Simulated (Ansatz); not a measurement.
Cost and result for the atomization energy of FH6NO2Si2, SMILES `O[SiH2]N[SiH](O)F` (12 atoms, 11 bonds).

```xyz
12

O     1.1679    1.1372   -1.9808
Si    0.6170   -0.3516   -1.5593
N    -0.4902   -0.3204   -0.2336
Si   -0.2072    0.1135    1.3843
O    -1.1526   -0.8347    2.3169
F    -0.6097    1.6301    1.6986
H     0.5206    1.8193   -2.1654
H    -0.1241   -1.0055   -2.6693
H     1.8502   -1.0873   -1.2091
H    -1.4392   -0.5908   -0.4545
H     1.2355    0.0138    1.6751
H    -1.3682   -0.5237    3.1971
```

The species carries charge 0 and has multiplicity 1. All single points use the PBE0-D4/def2-TZVP geometry. It is one conformer, not always the lowest. Program: Ansatz. All runs use 2 threads of an AMD EPYC 7R13 on a shared host and a share of an NVIDIA H100 80 GB. Times are those of one run each, without the atoms' runs, and a repeat can differ threefold. Electronic energies, without spin–orbit coupling; frozen cores. CCSD(T)/CBS adds CCSD(T) − MP2 in def2-TZVPP to the MP2 limit, and its time is that of the two runs behind it. T1 = 0.011. B3LYP takes the VWN-RPA correlation (the form of Gaussian; ORCA's B3LYP/G).

CCSD(T)/CBS is a level of theory with its own doubt, some kJ/mol a heavy atom from the limit and from the frozen cores, so smaller differences don't rank the functionals.

```csv
level,functions,wall time
B2PLYP/def2-TZVPP,292,13 s
r2SCAN-D4/def2-TZVPP (with forces),292,13 s
PBE0-D4/def2-TZVPP,292,14 s
PBE-D4/def2-TZVPP (with forces),292,15 s
B3LYP-D4/def2-TZVPP (with forces),292,17 s
ωB97X-V/def2-TZVPP,292,17 s
ωB97M-V/def2-TZVPP (with forces),292,17 s
MP2/def2-QZVPP,548,17 s
CCSD(T)/def2-TZVPP,292,18 s
CCSD(T)/CBS(def2),–,35 s
```

**Question.** What atomization energy does each give, and how far from CCSD(T)/CBS? (An estimate is asked.)

**Answer.** The calculation gave: 
| level | atomization (kcal/mol) | difference from CCSD(T)/CBS | per bond |
| --- | --- | --- | --- |
| B2PLYP/def2-TZVPP | 1080.4 | -19.3 | -1.7 |
| r2SCAN-D4/def2-TZVPP (with forces) | 1089.8 | -9.9 | -0.9 |
| PBE0-D4/def2-TZVPP | 1076.1 | -23.6 | -2.1 |
| PBE-D4/def2-TZVPP (with forces) | 1097.8 | -1.9 | -0.2 |
| B3LYP-D4/def2-TZVPP (with forces) | 1088.4 | -11.3 | -1.0 |
| ωB97X-V/def2-TZVPP | 1097.1 | -2.6 | -0.2 |
| ωB97M-V/def2-TZVPP (with forces) | 1096.8 | -2.9 | -0.3 |
| MP2/def2-QZVPP | 1111.5 | 11.8 | 1.1 |
| CCSD(T)/def2-TZVPP | 1063.2 | -36.5 | -3.3 |
| CCSD(T)/CBS(def2) | 1099.7 | 0.0 | 0.0 |

The D4 term adds +10.3 kcal/mol with B3LYP and +5.5 kcal/mol with PBE0; it sums over pairs of atoms, weighted by their polarisabilities, and B3LYP, whose exchange is more repulsive, gets the larger term. From PBE to PBE0 (25 % exact exchange), in def2-TZVPP and without D4, the atomization energy moves by −20.7 kcal/mol: exact exchange takes away binding that semilocal exchange gives to molecules. In def2-TZVPP, CCSD(T) changes the Hartree–Fock value by +281.6 kcal/mol (the triples alone add +15.4 kcal/mol) and MP2 by +307.7 kcal/mol; breaking electron pairs costs correlation energy, which Hartree–Fock lacks.
